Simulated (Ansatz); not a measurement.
Harmonic vibrations of CH₇AlSeSi (`[CH3][AlH][SiH2][SeH]`) by finite differences.

```yaml
crystal:
  periodic: [false, false, false]
  atoms:
    - {symbol: C, position_ang: [-0.745422, 2.259420, -0.259954]}
    - {symbol: Al, position_ang: [-0.512387, 0.395118, -0.785929]}
    - {symbol: Si, position_ang: [0.686191, -1.202429, 0.652202]}
    - {symbol: Se, position_ang: [0.634561, -3.225182, -0.426725]}
    - {symbol: H, position_ang: [-1.808594, 2.469035, -0.094450]}
    - {symbol: H, position_ang: [-0.420782, 2.931206, -1.061485]}
    - {symbol: H, position_ang: [-0.207380, 2.529155, 0.650994]}
    - {symbol: H, position_ang: [-1.110721, -0.128884, -2.163431]}
    - {symbol: H, position_ang: [0.061830, -1.337981, 2.001597]}
    - {symbol: H, position_ang: [2.103094, -0.800686, 0.896360]}
    - {symbol: H, position_ang: [1.385112, -3.945874, 0.611522]}
basis:
  gaussian: {orbitals: def2-TZVP}
hamiltonian: {xc: pbe0, dispersion: d4}
phonons: {temperatures: {t_min: 298.15, t_max: 900, t_step: 200}}
```

```sh
$ ansatz run in.yaml --threads 4 --pin off --events-out ev --progress --plain
```

Shortened log:

```
Functional definition: PBE0
mean field -80961.16519503 eV, -2975.2679434684 hartree, gradient 2.0e-5 eV, S^2 0.000000; 0 other end points of the search recorded, 0 dependent functions left out
mean field -80961.16504218 eV, -2975.2679378513 hartree, gradient 2.4e-6 eV, S^2 0.000000; 0 other end points of the search recorded, 0 dependent functions left out
mean field -80961.16506483 eV, -2975.2679386838 hartree, gradient 2.4e-6 eV, S^2 0.000000; 0 other end points of the search recorded, 0 dependent functions left out
mean field -80961.16512249 eV, -2975.2679408027 hartree, gradient 2.4e-6 eV, S^2 0.000000; 0 other end points of the search recorded, 0 dependent functions left out
mean field -80961.16505440 eV, -2975.2679383006 hartree, gradient 2.4e-6 eV, S^2 0.000000; 0 other end points of the search recorded, 0 dependent functions left out
mean field -80961.16505306 eV, -2975.2679382512 hartree, gradient 2.4e-6 eV, S^2 0.000000; 0 other end points of the search recorded, 0 dependent functions left out
mean field -80961.16504230 eV, -2975.2679378557 hartree, gradient 2.4e-6 eV, S^2 0.000000; 0 other end points of the search recorded, 0 dependent functions left out
mean field -80961.16515872 eV, -2975.2679421341 hartree, gradient 2.4e-6 eV, S^2 0.000000; 0 other end points of the search recorded, 0 dependent functions left out
mean field -80961.16517655 eV, -2975.2679427894 hartree, gradient 2.4e-6 eV, S^2 0.000000; 0 other end points of the search recorded, 0 dependent functions left out
mean field -80961.16514648 eV, -2975.2679416844 hartree, gradient 2.4e-6 eV, S^2 0.000000; 0 other end points of the search recorded, 0 dependent functions left out
mean field -80961.16511824 eV, -2975.2679406464 hartree, gradient 2.4e-6 eV, S^2 0.000000; 0 other end points of the search recorded, 0 dependent functions left out
mean field -80961.16513061 eV, -2975.2679411014 hartree, gradient 2.4e-6 eV, S^2 0.000000; 0 other end points of the search recorded, 0 dependent functions left out
mean field -80961.16515376 eV, -2975.2679419518 hartree, gradient 2.4e-6 eV, S^2 0.000000; 0 other end points of the search recorded, 0 dependent functions left out
mean field -80961.16513461 eV, -2975.2679412481 hartree, gradient 2.4e-6 eV, S^2 0.000000; 0 other end points of the search recorded, 0 dependent functions left out
mean field -80961.16511087 eV, -2975.2679403757 hartree, gradient 2.4e-6 eV, S^2 0.000000; 0 other end points of the search recorded, 0 dependent functions left out
mean field -80961.16511235 eV, -2975.2679404302 hartree, gradient 2.4e-6 eV, S^2 0.000000; 0 other end points of the search recorded, 0 dependent functions left out
mean field -80961.16516794 eV, -2975.2679424731 hartree, gradient 2.4e-6 eV, S^2 0.000000; 0 other end points of the search recorded, 0 dependent functions left out
mean field -80961.16514324 eV, -2975.2679415654 hartree, gradient 2.4e-6 eV, S^2 0.000000; 0 other end points of the search recorded, 0 dependent functions left out
mean field -80961.16510165 eV, -2975.2679400368 hartree, gradient 2.4e-6 eV, S^2 0.000000; 0 other end points of the search recorded, 0 dependent functions left out
mean field -80961.16518406 eV, -2975.2679430655 hartree, gradient 2.4e-6 eV, S^2 0.000000; 0 other end points of the search recorded, 0 dependent functions left out
mean field -80961.16516254 eV, -2975.2679422745 hartree, gradient 2.4e-6 eV, S^2 0.000000; 0 other end points of the search recorded, 0 dependent functions left out
mean field -80961.16511042 eV, -2975.2679403591 hartree, gradient 2.4e-6 eV, S^2 0.000000; 0 other end points of the search recorded, 0 dependent functions left out
mean field -80961.16518694 eV, -2975.2679431711 hartree, gradient 2.4e-6 eV, S^2 0.000000; 0 other end points of the search recorded, 0 dependent functions left out
mean field -80961.16514635 eV, -2975.2679416795 hartree, gradient 2.4e-6 eV, S^2 0.000000; 0 other end points of the search recorded, 0 dependent functions left out
mean field -80961.16514491 eV, -2975.2679416269 hartree, gradient 2.4e-6 eV, S^2 0.000000; 0 other end points of the search recorded, 0 dependent functions left out
mean field -80961.16510090 eV, -2975.2679400093 hartree, gradient 2.4e-6 eV, S^2 0.000000; 0 other end points of the search recorded, 0 dependent functions left out
mean field -80961.16509610 eV, -2975.2679398330 hartree, gradient 2.4e-6 eV, S^2 0.000000; 0 other end points of the search recorded, 0 dependent functions left out
mean field -80961.16518940 eV, -2975.2679432617 hartree, gradient 2.4e-6 eV, S^2 0.000000; 0 other end points of the search recorded, 0 dependent functions left out
mean field -80961.16517493 eV, -2975.2679427298 hartree, gradient 2.4e-6 eV, S^2 0.000000; 0 other end points of the search recorded, 0 dependent functions left out
mean field -80961.16517680 eV, -2975.2679427988 hartree, gradient 2.4e-6 eV, S^2 0.000000; 0 other end points of the search recorded, 0 dependent functions left out
mean field -80961.16518460 eV, -2975.2679430853 hartree, gradient 2.4e-6 eV, S^2 0.000000; 0 other end points of the search recorded, 0 dependent functions left out
mean field -80961.16517119 eV, -2975.2679425925 hartree, gradient 2.4e-6 eV, S^2 0.000000; 0 other end points of the search recorded, 0 dependent functions left out
mean field -80961.16517836 eV, -2975.2679428561 hartree, gradient 2.4e-6 eV, S^2 0.000000; 0 other end points of the search recorded, 0 dependent functions left out
mean field -80961.16515458 eV, -2975.2679419820 hartree, gradient 2.4e-6 eV, S^2 0.000000; 0 other end points of the search recorded, 0 dependent functions left out
mean field -80961.16514720 eV, -2975.2679417107 hartree, gradient 2.4e-6 eV, S^2 0.000000; 0 other end points of the search recorded, 0 dependent functions left out
mean field -80961.16513793 eV, -2975.2679413701 hartree, gradient 2.4e-6 eV, S^2 0.000000; 0 other end points of the search recorded, 0 dependent functions left out
mean field -80961.16513143 eV, -2975.2679411315 hartree, gradient 2.4e-6 eV, S^2 0.000000; 0 other end points of the search recorded, 0 dependent functions left out
mean field -80961.16515646 eV, -2975.2679420510 hartree, gradient 2.4e-6 eV, S^2 0.000000; 0 other end points of the search recorded, 0 dependent functions left out
mean field -80961.16516321 eV, -2975.2679422991 hartree, gradient 2.4e-6 eV, S^2 0.000000; 0 other end points of the search recorded, 0 dependent functions left out
mean field -80961.16518864 eV, -2975.2679432336 hartree, gradient 2.4e-6 eV, S^2 0.000000; 0 other end points of the search recorded, 0 dependent functions left out
mean field -80961.16516956 eV, -2975.2679425326 hartree, gradient 2.4e-6 eV, S^2 0.000000; 0 other end points of the search recorded, 0 dependent functions left out
mean field -80961.16511334 eV, -2975.2679404664 hartree, gradient 2.4e-6 eV, S^2 0.000000; 0 other end points of the search recorded, 0 dependent functions left out
mean field -80961.16512323 eV, -2975.2679408300 hartree, gradient 2.4e-6 eV, S^2 0.000000; 0 other end points of the search recorded, 0 dependent functions left out
mean field -80961.16517834 eV, -2975.2679428552 hartree, gradient 2.4e-6 eV, S^2 0.000000; 0 other end points of the search recorded, 0 dependent functions left out
mean field -80961.16519679 eV, -2975.2679435332 hartree, gradient 2.4e-6 eV, S^2 0.000000; 0 other end points of the search recorded, 0 dependent functions left out
mean field -80961.16519161 eV, -2975.2679433430 hartree, gradient 2.4e-6 eV, S^2 0.000000; 0 other end points of the search recorded, 0 dependent functions left out
mean field -80961.16518212 eV, -2975.2679429940 hartree, gradient 2.4e-6 eV, S^2 0.000000; 0 other end points of the search recorded, 0 dependent functions left out
mean field -80961.16514965 eV, -2975.2679418008 hartree, gradient 2.4e-6 eV, S^2 0.000000; 0 other end points of the search recorded, 0 dependent functions left out
mean field -80961.16517840 eV, -2975.2679428574 hartree, gradient 2.4e-6 eV, S^2 0.000000; 0 other end points of the search recorded, 0 dependent functions left out
mean field -80961.16518610 eV, -2975.2679431405 hartree, gradient 2.4e-6 eV, S^2 0.000000; 0 other end points of the search recorded, 0 dependent functions left out
mean field -80961.16517602 eV, -2975.2679427701 hartree, gradient 2.4e-6 eV, S^2 0.000000; 0 other end points of the search recorded, 0 dependent functions left out
mean field -80961.16518951 eV, -2975.2679432658 hartree, gradient 2.4e-6 eV, S^2 0.000000; 0 other end points of the search recorded, 0 dependent functions left out
mean field -80961.16518911 eV, -2975.2679432509 hartree, gradient 2.4e-6 eV, S^2 0.000000; 0 other end points of the search recorded, 0 dependent functions left out
mean field -80961.16515022 eV, -2975.2679418218 hartree, gradient 2.4e-6 eV, S^2 0.000000; 0 other end points of the search recorded, 0 dependent functions left out
mean field -80961.16515121 eV, -2975.2679418584 hartree, gradient 2.4e-6 eV, S^2 0.000000; 0 other end points of the search recorded, 0 dependent functions left out
mean field -80961.16515067 eV, -2975.2679418385 hartree, gradient 2.4e-6 eV, S^2 0.000000; 0 other end points of the search recorded, 0 dependent functions left out
mean field -80961.16514148 eV, -2975.2679415008 hartree, gradient 2.4e-6 eV, S^2 0.000000; 0 other end points of the search recorded, 0 dependent functions left out
mean field -80961.16518754 eV, -2975.2679431935 hartree, gradient 2.4e-6 eV, S^2 0.000000; 0 other end points of the search recorded, 0 dependent functions left out
mean field -80961.16518611 eV, -2975.2679431407 hartree, gradient 2.4e-6 eV, S^2 0.000000; 0 other end points of the search recorded, 0 dependent functions left out
mean field -80961.16519308 eV, -2975.2679433971 hartree, gradient 2.4e-6 eV, S^2 0.000000; 0 other end points of the search recorded, 0 dependent functions left out
mean field -80961.16518324 eV, -2975.2679430353 hartree, gradient 2.4e-6 eV, S^2 0.000000; 0 other end points of the search recorded, 0 dependent functions left out
mean field -80961.16517888 eV, -2975.2679428752 hartree, gradient 2.4e-6 eV, S^2 0.000000; 0 other end points of the search recorded, 0 dependent functions left out
mean field -80961.16517527 eV, -2975.2679427424 hartree, gradient 2.4e-6 eV, S^2 0.000000; 0 other end points of the search recorded, 0 dependent functions left out
mean field -80961.16516703 eV, -2975.2679424396 hartree, gradient 2.4e-6 eV, S^2 0.000000; 0 other end points of the search recorded, 0 dependent functions left out
mean field -80961.16518346 eV, -2975.2679430434 hartree, gradient 2.4e-6 eV, S^2 0.000000; 0 other end points of the search recorded, 0 dependent functions left out
mean field -80961.16516028 eV, -2975.2679421917 hartree, gradient 2.4e-6 eV, S^2 0.000000; 0 other end points of the search recorded, 0 dependent functions left out
mean field -80961.16515989 eV, -2975.2679421773 hartree, gradient 2.4e-6 eV, S^2 0.000000; 0 other end points of the search recorded, 0 dependent functions left out
Total energy: -80961.37096711 eV, -2975.2755054530 hartree
Atom 0 at    -0.745422     2.259420    -0.259954 Å, force    -0.000560    -0.000301     0.002812 eV/Å
Atom 1 at    -0.512387     0.395118    -0.785929 Å, force     0.000112    -0.000975    -0.001068 eV/Å
Atom 2 at     0.686191    -1.202429     0.652202 Å, force    -0.001332    -0.003524     0.000887 eV/Å
Atom 3 at     0.634561    -3.225182    -0.426725 Å, force    -0.000446     0.003079     0.000477 eV/Å
Atom 4 at    -1.808594     2.469035    -0.094450 Å, force     0.001265     0.000861    -0.001477 eV/Å
Atom 5 at    -0.420782     2.931206    -1.061485 Å, force    -0.000806    -0.000207     0.000937 eV/Å
Atom 6 at    -0.207380     2.529155     0.650994 Å, force     0.000078     0.000296    -0.001245 eV/Å
Atom 7 at    -1.110721    -0.128884    -2.163431 Å, force    -0.000296     0.000353    -0.000079 eV/Å
Atom 8 at     0.061830    -1.337981     2.001597 Å, force     0.001118     0.000482    -0.002515 eV/Å
Atom 9 at     2.103094    -0.800686     0.896360 Å, force     0.000236     0.000510     0.000072 eV/Å
Atom 10 at     1.385112    -3.945874     0.611522 Å, force     0.000631    -0.000575     0.001198 eV/Å
Dipole moment:    -0.016548     0.349890     0.142090 e Å
Vibrations: 17.95 26.04 60.01 141.67 175.75 321.92 359.90 409.92 431.29 529.18 612.45 616.13 653.18 658.64 734.69 784.28 937.04 1216.20 1433.94 1439.91 1906.26 2180.28 2183.48 2431.30 3032.73 3103.87 3135.82 cm⁻¹, zero-point energy 1.830866 eV
```

Hardware: 4 threads of a server CPU on a shared host. Wall time 2.5 min, peak host memory 0.6 GiB.
